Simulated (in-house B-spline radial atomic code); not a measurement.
Neutral selenium is squeezed into an impenetrable sphere of radius R (the orbitals vanish at R). No spin polarisation. Caution: exact exchange at fractional occupations of open shells leaves self-interaction of up to several eV. All numbers are computed (non-relativistic B3LYP, spherical fractional occupations; point nucleus) with a radial B-spline atomic code at the basis-set limit, not measured.

Energies in eV above the free atom in [Ar] 3d10 4s2 4p4:

| R (bohr) | highest level (eV) | [Ar] 3d10 4s2 4p4 | [Ar] 3d10 4s1 4p5 | [Ar] 3d10 4s2 4p3 4f1 | -dE/dV in [Ar] 3d10 4s2 4p4 (GPa) |
| --- | --- | --- | --- | --- | --- |
| 8.75 | -6.96 | 0.01123 | 10.85 | 14.86 | 0.0174 |
| 6.91 | -6.76 | 0.1408 | 10.98 | 18.32 | 0.348 |
| 5.37 | -5.8 | 1.193 | 12.09 | 24.75 | 5.03 |
| 4.42 | -3.7 | 4.691 | 15.88 | 34 | 30.5 |
| 3.5 | 2.27 | 19.13 | 31.4 | 57.5 | 213 |
| 2.99 | 10.2 | 43.96 | 57.69 | 89.78 | 713 |
| 2.61 | 21.3 | 85.01 | 100.6 | 137.7 | 1940 |
| 2.04 | 59.8 | 254.9 | 275.4 | 317.5 | 11100 |
| 1.6 | 145 | 696.7 | 723.3 | 753.6 | 58900 |
| 1.2 | 377 | 2145 | 2173 | 2134 | 401000 |

(1) Does [Ar] 3d10 4s1 4p5 fall below [Ar] 3d10 4s2 4p4 under compression?

(2) Does [Ar] 3d10 4s2 4p3 4f1 fall below [Ar] 3d10 4s2 4p4 under compression?

The highest level is first positive in the row R = 3.5 bohr, pushed up by confinement above the zero of the free ion's potential. Each configuration is held fixed and needn't be the lowest in the sphere.

Results:

(1) No, it stays above over the whole range.

(2) Yes, between R = 1.6 and 1.2 bohr the order changes (near 1.26 bohr by linear interpolation).
